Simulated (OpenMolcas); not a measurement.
# V3+: effect of the active space

```
Program             : OpenMolcas
Method              : SS-CASPT2 or its RAS form, IPEA 0.25 Eh, imaginary shift 0.1 Eh
Basis               : ANO-RCC-VTZP
Scalar Hamiltonian  : DKH2, point nucleus
Spin-orbit coupling : state interaction with AMFI integrals over the reference wave functions, term energies averaged over their components
```

A. 2 electrons in 5 orbitals (3d); 2S+1 = 3 even, 10 roots; 2S+1 = 1 even, 15 roots; closed shells correlated: 3s 3p; CASPT2 step about 4 core-seconds
B. 8 electrons in 8 orbitals (RAS1 3p, at most 2 holes; RAS2 3d); 2S+1 = 3 even, 10 roots; 2S+1 = 1 even, 15 roots; closed shells correlated: 3s; CASPT2 step of the order of 12 core-seconds
C. 2 electrons in 9 orbitals (RAS2 3d 4s; RAS3 4p, at most 2 electrons); 2S+1 = 3 even, 10 roots; 2S+1 = 1 even, 20 roots kept (CI in the orbitals of an earlier block); 2S+1 = 3 odd, 15 roots; 2S+1 = 1 odd, 15 roots kept (CI in the orbitals of an earlier block); closed shells correlated: 3s 3p; CASPT2 step of the order of 26 core-seconds
D. 2 electrons in 10 orbitals (3d 4d); 2S+1 = 3 even, 10 roots; 2S+1 = 1 even, 15 roots; closed shells correlated: 3s 3p; CASPT2 step about 70 core-seconds

Energies in cm-1 above 3d2 3F2, the measured ground level; measured values from Sugar and Corliss, J. Phys. Chem. Ref. Data 7, 1191 (1978).

| Level | A | B | C | D | Measured |
| --- | --- | --- | --- | --- | --- |
| 3d2 3F2 | 0.0 | 0.0 | 0.0 | 0.0 | 0.0 |
| 3d2 3F3 | 328 | 351 | 328 | 329 | 325 |
| 3d2 3F4 | 750 | 802 | 750 | 753 | 735 |
| 3d2 1D2 | 10830 | 10930 | 10700 | 10980 | 10959 |
| 3d2 3P0 | 13870 | 13570 | 13710 | 13840 |  |
| 3d2 3P1 | 13980 | 13700 | 13830 | 13950 | 13239 |
| 3d2 3P2 | 14220 | 13950 | 14070 | 14190 | 13458 |
| 3d2 1G4 | 19110 | 18660 | 18930 | 19040 | 18391 |
| 3d2 1S0 | 43250 | 42270 | 43190 | 43620 | 42462 |

Deviations, from unrounded energies. A percentage is the sum of absolute deviations over the sum of measured energies, with the sign that they share, or ± where signs differ.

```json
{"Against measurement": "mean absolute deviation (cm-1)", "Levels": "7", "A": "450", "B": "220", "C": "390", "D": "470"}
{"Against measurement": "fine structure of the ground term (%)", "Levels": "2", "A": "+1.7", "B": "+8.8", "C": "+1.7", "D": "+2.2"}
{"Against measurement": "other terms of the ground configuration (%)", "Levels": "5", "A": "±3.2", "B": "±1.5", "C": "±2.8", "D": "+3.3"}
```

B lies closest to measurement on these levels and D furthest from it. The largest miss of B in the table is 3d2 3P2, by +500 cm-1. The ranking rests on the paired levels alone, and a cruder setting can come out closer through cancelling errors.

The two smallest mean deviations differ by little beside CASPT2's spread within terms, so their order carries little weight.

Among A to D the level of the table that moves most is 3d2 1S0, by 1300 cm-1 (lowest in B, highest in D). Moves below CASPT2's spread within the term are not significant.

CASPT2 does not keep the components of a term degenerate, so their means are used; among the terms shown or strongly mixed into the levels shown the widest spread is 940 cm-1 (3d2 1G, C). Active for correlation alone: 3p; no level in the range computed is led by a configuration that opens it, so any true level of that kind is missing (holds for B). Terms from blocks run as CI alone lack orbitals of their own (holds for C). Active for correlation alone: 4d; no level in the range computed is led by a configuration that fills it, so any true level of that kind is missing (holds for D). Measured partners are found by configuration, term and J. A level has none where our copy of the source lacks it or the pairing is in doubt (some pairs that miss far off the trend of their configuration count as doubtful), and it then counts in no deviation. Levels of configurations outside the active space are missing. The table leaves out levels that lie high or whose names do not pair safely across all columns.
